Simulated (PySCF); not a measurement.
Compound: C₂H₇BF₂Si.
Z-matrix (Å and degrees, PBE0-D3(BJ)/def2-SVP geometry), rows numbered from 1:
```
C 
C   1  1.5250
Si  2  1.8885  1  114.92
B   3  2.0338  2  109.67  1  -176.54
F   4  1.3225  3  120.49  2    26.96
F   4  1.3199  3  123.74  2  -153.43
H   1  1.1016  2  111.60  3  -179.35
H   1  1.1014  2  111.52  3    60.59
H   1  1.1015  2  111.61  3   -59.25
H   2  1.1040  1  110.90  3  -121.57
H   2  1.1041  1  110.61  3   121.80
H   3  1.4975  2  111.40  1    61.34
H   3  1.5007  2  110.36  1   -57.68
```

Jobs on this species (13 atoms, 56 electrons) with PySCF (density fitting). Hardware of each: an Arm Neoverse V1 with one thread, on a shared host. Other jobs ran on the host; a repeat could differ by tens of per cent or more. Peak memory is the resident size of the whole Python process, interpreter and libraries included.

```
                                                                 level and settings                                                          work  basis functions  SCF cycles  wall time  peak memory
   delta-SCF UKS B3LYP, pcX-2 on the ionised atom, pcseg-1 elsewhere, spin-free X2C                                 ΔSCF core ionisation, 6 holes              165           ?          ?            ?
                                                 PBE0-D3(BJ)/def2-SVP, grid level 1  geometry optimisation from a GFN2-xTB start shaken at random              123           ?          ?            ?
 delta-SCF UKS SCAN, pcX-2 on the ionised atom, pcseg-1 elsewhere, non-relativistic                                 ΔSCF core ionisation, 6 holes              165           ?          ?            ?
    delta-SCF UKS SCAN, pcX-1 on the ionised atom, pcseg-1 elsewhere, spin-free X2C                                 ΔSCF core ionisation, 6 holes              145          93       28 s     0.54 GiB
     delta-SCF UKS PBE, pcX-2 on the ionised atom, pcseg-1 elsewhere, spin-free X2C                                 ΔSCF core ionisation, 6 holes              165          92       22 s     0.56 GiB
    delta-SCF UKS PBE0, pcX-2 on the ionised atom, pcseg-1 elsewhere, spin-free X2C                                 ΔSCF core ionisation, 6 holes              165          82       41 s     0.62 GiB
    delta-SCF UKS SCAN, pcX-2 on the ionised atom, pcseg-1 elsewhere, spin-free X2C                                 ΔSCF core ionisation, 6 holes              165          95       34 s     0.55 GiB
delta-SCF UKS SCAN, def2-TZVP on the ionised atom, pcseg-1 elsewhere, spin-free X2C                                 ΔSCF core ionisation, 6 holes              142          92       32 s     0.54 GiB
      delta-SCF UKS HF, pcX-2 on the ionised atom, pcseg-1 elsewhere, spin-free X2C                                 ΔSCF core ionisation, 6 holes              165          78       25 s     0.54 GiB
```

Problem. Fill in the missing figures.

Solution. 
- delta-SCF UKS B3LYP, pcX-2 on the ionised atom, pcseg-1 elsewhere, spin-free X2C; ΔSCF core ionisation, 6 holes: 44 s, 0.63 GiB, 84 SCF cycles
- PBE0-D3(BJ)/def2-SVP, grid level 1; geometry optimisation from a GFN2-xTB start shaken at random: 40 s, 0.51 GiB, 49 SCF cycles
- delta-SCF UKS SCAN, pcX-2 on the ionised atom, pcseg-1 elsewhere, non-relativistic; ΔSCF core ionisation, 6 holes: 33 s, 0.54 GiB, 94 SCF cycles

Problem. What do all jobs in the table cost together?

Solution. About 5.0 min; the longest takes about 15 % of that, and about 2 times as long as the shortest.
